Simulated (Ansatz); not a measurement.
Sr2Se⁺: single points at one geometry.

```yaml
crystal:
  periodic: [false, false, false]
  atoms:
    - {symbol: Sr, position_ang: [-1.104943, 2.663869, 0.127848]}
    - {symbol: Sr, position_ang: [0.535050, -2.785767, -0.535405]}
    - {symbol: Se, position_ang: [0.569892, 0.121899, 0.407558]}
basis:
  gaussian: {orbitals: def2-TZVP, initial_orbitals: start.molden}
total_charge: 1
magnetization: {spin_polarized: true, initial_magnetization: 3}
hamiltonian: {xc: {name: wB97X-V}}
scf: {omitted_lower_state_checks: [starts]}
output: {orbitals: {seedname: orbitals}}
```

The file start.molden holds the orbitals of an earlier run on this structure, at another level or in another basis.

```sh
$ ansatz run in.yaml --threads 4 --pin off --events-out ev --progress --plain --max-ram 3916MiB
```

It prints (some lines left out):

```
Functional definition: wB97X-V
922 factors; integrals over basis functions are off by at most 6.0e-4 eV
283 factors; integrals over basis functions are off by at most 3.9e-5 eV
mean field evaluation 1: about -67009.1095 eV, gradient 2.5e0 eV
mean field evaluation 2: about -67009.1740 eV, gradient 1.0e-1 eV
mean field evaluation 4: about -67009.2114 eV, gradient 6.1e-4 eV
mean field evaluation 8: about -67009.2114 eV, gradient 2.5e-5 eV
mean field -67009.21142481 eV, -2462.5430993869 hartree, gradient 2.2e-6 eV, S^2 3.753676; 0 other end points of the search recorded, 0 dependent functions left out
reference -67009.21142789 eV, -2462.5430995001 hartree; 28, 25 occupied and 86, 89 virtual orbitals, 922 factors
Total energy: -67009.21142789 eV, -2462.5430995001 hartree
Checks for a lower state left out: starts
```

Hardware: 4 threads of Arm Neoverse V2 on a shared host. Wall time 13 s, peak host memory 0.58 GiB.

The first input with `hamiltonian: {xc: hf}` (abridged; 0.9 s):

```
Functional definition: HF
mean field -66952.74512540 eV, -2460.4680011580 hartree, gradient 4.7e-6 eV, S^2 3.760524
Total energy: -66952.74512540 eV, -2460.4680011580 hartree
Checks for a lower state left out: starts
```

First input, but with `correlation: {method: mp2}` and without the key `hamiltonian` (abridged; 1 s):

```
Functional definition: HF
mean field -66952.74512540 eV, -2460.4680011580 hartree, gradient 3.7e-6 eV, S^2 3.760524
9 core orbitals not correlated: weight in the atoms' cores, before any rotation towards them, 1.000 or more for the frozen orbitals, at most 0.000 for the correlated occupied ones
second order -14.58589338 eV of doubles, -0.00000000 eV of singles
Total energy: -66967.33101879 eV, -2461.0040228531 hartree
Checks for a lower state left out: starts
```

As the first input, with `hamiltonian: {xc: pbe0, dispersion: d4}` and without the key `scf` (abridged; 6 s):

```
Functional definition: PBE0
mean field evaluation 16: about -67008.0207 eV, gradient 3.2e-1 eV
mean field evaluation 32: about -67008.0874 eV, gradient 1.2e-5 eV
mean field -67008.08743996 eV, -2462.5017937055 hartree, gradient 6.6e-6 eV, S^2 3.753925; 6 other end points of the search recorded, 0 dependent functions left out
Total energy: -67008.23309612 eV, -2462.5071464706 hartree
```

First input, but with `gaussian: {orbitals: STO-3G}`, `hamiltonian: {xc: hf}` (abridged; 0.45 s):

```
Functional definition: HF
mean field -233251.93570705 eV, -8571.8505333936 hartree, gradient 7.6e-6 eV, S^2 3.756385
Total energy: -233251.93570705 eV, -8571.8505333936 hartree
Checks for a lower state left out: starts
```

First input, but with `gaussian: {orbitals: def2-TZVPP, initial_orbitals: start.molden}`, `correlation: {method: ccsd_t}`, `scf: {omitted_lower_state_checks: [starts, cluster_reference]}` and without the key `hamiltonian` (abridged; 12 s):

```
Functional definition: HF
mean field evaluation 16: about -66952.7530 eV, gradient 4.1e-6 eV
mean field -66952.75302522 eV, -2460.4682914710 hartree, gradient 4.1e-6 eV, S^2 3.760529
9 core orbitals not correlated: weight in the atoms' cores, before any rotation towards them, 1.000 or more for the frozen orbitals, at most 0.000 for the correlated occupied ones
second order -16.76156395 eV of doubles, -0.00000000 eV of singles
cycle   1  -17.30722532 eV  change   -5.5e-1 eV  update   7.8e-2
cycle   2  -17.68332505 eV  change   -3.8e-1 eV  update   2.7e-2
cycle   3  -17.70048474 eV  change   -1.7e-2 eV  update   1.3e-2
cycle   4  -17.68373439 eV  change    1.7e-2 eV  update   5.4e-3
cycle   5  -17.68261010 eV  change    1.1e-3 eV  update   2.2e-3
cycle   6  -17.68312678 eV  change   -5.2e-4 eV  update   1.0e-3
cycle   7  -17.68366284 eV  change   -5.4e-4 eV  update   4.2e-4
cycle   8  -17.68372918 eV  change   -6.6e-5 eV  update   1.9e-4
cycle   9  -17.68364854 eV  change    8.1e-5 eV  update   7.4e-5
cycle  10  -17.68363650 eV  change    1.2e-5 eV  update   2.6e-5
perturbative correction -0.51123264 eV, -0.0187874529 hartree
Total energy: -66970.94789436 eV, -2461.1369405788 hartree
Checks for a lower state left out: starts, cluster_reference
```

First input, but with `hamiltonian: {xc: {name: LC-wPBE}}` (abridged; 5.5 s):

```
Functional definition: LC-wPBE
mean field -67008.16026594 eV, -2462.5044700110 hartree, gradient 7.0e-6 eV, S^2 3.754985
Total energy: -67008.16026595 eV, -2462.5044700112 hartree
Checks for a lower state left out: starts
```

Geometry: B3LYP-D4/def2-TZVP.

In the def2 sets Sr takes a core potential, while STO-3G treats all electrons; there is no spin–orbit coupling. LC-ωPBE has ω = 0.4 bohr⁻¹. Correlated methods freeze 9 core orbitals; core or outer-core shells of Sr, Se are correlated, in sets that lack core-valence functions. The order of the spin states hangs on the level: the doublet lies 2.05 eV below the quartet at PBE0-D4/def2-TZVP, but 0.74 eV above it at HF/STO-3G. The doublet is doubtful at HF/STO-3G (a determinant that CCSD turns far, T1 0.056). The structure comes from a short search, and lower isomers may exist.
